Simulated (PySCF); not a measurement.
## Si2H6O3

Si2H6O3 is a small molecule, neutral, singlet. The structure, one conformer, was relaxed in the gas phase by PBE0-D3(BJ)/def2-SVP. No frequency run checks that it is a minimum.

SMILES: O[SiH](O)O[SiH3]

Coordinates in Å:
```
Si1     0.471   -0.967   -0.583
O2     -0.592   -0.416    0.553
Si3    -1.409    0.979    0.942
O4      0.452   -0.005   -1.922
O5      2.019   -0.896   -0.001
H6      0.045   -2.335   -0.941
H7     -0.517    2.171    0.804
H8     -1.861    0.868    2.358
H9     -2.595    1.156    0.055
H10     1.197    0.599   -2.004
H11     2.190   -1.289    0.859
```

Shieldings: GIAO PBE0/pcSseg-2. Shifts are against computed references at the same level: H TMS (σ 31.24 ppm), Si TMS (σ 341.3 ppm). Core levels by delta-SCF with SCAN, pcX-2 on the ionised atom and pcseg-1 elsewhere, spin-free X2C (2p3/2 is the spin-free 2p value less a third of a first-order spin-orbit splitting); from the vacuum level, for chosen atoms.

(1) Give the NMR and core-level values of the distinct atoms.

(2) Which of Si1, Si3 holds its core electrons tightest, and by how much against the loosest?

(3) By CAM-B3LYP/def2-SVPD (TDDFT singlets, Tamm-Dancoff triplets, ionisation by delta-SCF), where does absorption start, and what does vertical ionisation take?

## Answers

(1) 
```json
{"atoms": "Si1", "bonded to": "3 O + 1 H", "σ (ppm)": "395.7", "δ (ppm)": "-54.5", "core level (eV)": "2p3/2 108.37"}
{"atoms": "O2", "bonded to": "2 Si", "σ (ppm)": "261.1", "δ (ppm)": "-", "core level (eV)": "1s 538.04"}
{"atoms": "Si3", "bonded to": "1 O + 3 H", "σ (ppm)": "384.9", "δ (ppm)": "-43.6", "core level (eV)": "2p3/2 107.63"}
{"atoms": "O4", "bonded to": "1 Si + 1 H", "σ (ppm)": "274.8", "δ (ppm)": "-", "core level (eV)": "1s 538.85"}
{"atoms": "O5", "bonded to": "1 Si + 1 H", "σ (ppm)": "263.3", "δ (ppm)": "-", "core level (eV)": "1s 538.93"}
{"atoms": "H6", "bonded to": "1 Si", "σ (ppm)": "26.46", "δ (ppm)": "4.78", "core level (eV)": "-"}
{"atoms": "H7 H8 H9", "bonded to": "1 Si", "σ (ppm)": "26.19", "δ (ppm)": "5.06", "core level (eV)": "-"}
{"atoms": "H10", "bonded to": "1 O", "σ (ppm)": "29.33", "δ (ppm)": "1.91", "core level (eV)": "-"}
{"atoms": "H11", "bonded to": "1 O", "σ (ppm)": "29.55", "δ (ppm)": "1.70", "core level (eV)": "-"}
```

Values are those of this one static structure, with the three H of a rotating XH3 group averaged; atoms that internal rotation interchanges would show their mean in an NMR spectrum.

(2) Si1 (bonded to 3 O + 1 H), by 0.73 eV over Si3 (bonded to 1 O + 3 H).

(3) The first singlet with intensity lies at 8.21 eV (f 0.018); what lies below it is dark. The lowest singlet lies at 7.67 eV (f 0.001), the strongest of the first 6 at 8.67 eV (f 0.105), the lowest triplet at 7.29 eV; vertical ionisation takes 11.16 eV.
